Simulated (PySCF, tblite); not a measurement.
## Complex of Mg2+ and 4 × water

A gas-phase complex of Mg2+ and 4 × water; charge +2, singlet. The structure comes from a short search (6 tight-binding starts) and was relaxed by PBE0-D3(BJ)/def2-SVPD; another way of binding may lie lower. No frequency run checks that it is a minimum.

| part | name | SMILES | atoms | charge | multiplicity |
| --- | --- | --- | --- | --- | --- |
| 1 | Mg2+ | [Mg+2] | 1 | +2 | 1 |
| 2 | water | O | 2–4 | 0 | 1 |
| 3 | water | O | 5–7 | 0 | 1 |
| 4 | water | O | 8–10 | 0 | 1 |
| 5 | water | O | 11–13 | 0 | 1 |

| atom | part | x (Å) | y (Å) | z (Å) |
| --- | --- | --- | --- | --- |
| Mg1 | 1 | -1.484 | 0.703 | -0.017 |
| O2 | 2 | -1.428 | 2.537 | -0.823 |
| H3 | 2 | -1.165 | 3.356 | -0.375 |
| H4 | 2 | -1.649 | 2.791 | -1.731 |
| O5 | 3 | -3.365 | 0.059 | 0.231 |
| H6 | 3 | -4.161 | 0.394 | -0.209 |
| H7 | 3 | -3.666 | -0.645 | 0.825 |
| O8 | 4 | -0.605 | 0.684 | 1.784 |
| H9 | 4 | 0.251 | 0.282 | 1.998 |
| H10 | 4 | -0.934 | 1.068 | 2.610 |
| O11 | 5 | -0.472 | -0.511 | -1.251 |
| H12 | 5 | -0.711 | -1.416 | -1.502 |
| H13 | 5 | 0.346 | -0.309 | -1.728 |

Contacts between parts, classed by geometry: Mg1···O5 2.003 Å (ion contact); Mg1···O2 2.004 Å (ion contact); Mg1···O8 2.004 Å (ion contact); Mg1···O11 2.005 Å (ion contact).

Interaction energies are complex less parts, with the parts frozen as they stand in it; counterpoise-corrected, in kcal/mol (PySCF).

(1) How strongly do the parts interact, level by level?

(2) What holds them together? Decompose the wB97M-D3(BJ)/def2-SVPD energy: frozen parts, their antisymmetrised product, then relaxation.

The parts were also relaxed and run alone, at the levels used for the complex: shieldings by PBE0/pcSseg-2; core levels by delta-SCF with SCAN, pcX-2 on the ionised atom and pcseg-1 elsewhere, spin-free X2C.

Values alone: shielding of Mg1 (ppm): 695.0; shielding of O5 (ppm): 328.9; shielding of O2 (ppm): 328.9; Mg1 1s core level (eV): 1334.62; O2 1s core level (eV): 539.76; O5 1s core level (eV): 539.76.

(3) What does binding change?

Results:

(1) 
```
                 level  interaction  superposition error removed
wB97M-D3(BJ)/def2-SVPD      -259.45                        -3.81
 PBE0-D3(BJ)/def2-SVPD      -260.92                        -3.96
```

(2) electrostatic -225.2, Pauli repulsion +67.7, orbital relaxation -101.5, dispersion correction -4.2 kcal/mol, which sum to the value before the counterpoise correction; the Pauli term holds the exchange-correlation of the frozen density too. Of the attraction, 68 % is electrostatic, 31 % is orbital relaxation, 1 % is dispersion correction.

(3) 
| property | alone | in the complex | change |
| --- | --- | --- | --- |
| shielding of Mg1 (ppm) | 695.0 | 567.3 | -127.7 |
| shielding of O5 (ppm) | 328.9 | 326.1 | -2.7 |
| shielding of O2 (ppm) | 328.9 | 326.3 | -2.6 |
| Mg1 1s core level (eV) | 1334.62 | 1322.27 | -12.35 |
| O2 1s core level (eV) | 539.76 | 550.39 | +10.64 |
| O5 1s core level (eV) | 539.76 | 550.38 | +10.62 |

Multiply charged ions in the gas phase bind far more strongly than in solution.

The 4 runs behind this took 2.1 min in all, one thread each of Arm Neoverse V1 on a shared host, launched as `OMP_NUM_THREADS=1 python cluster_run.py task.json out`.
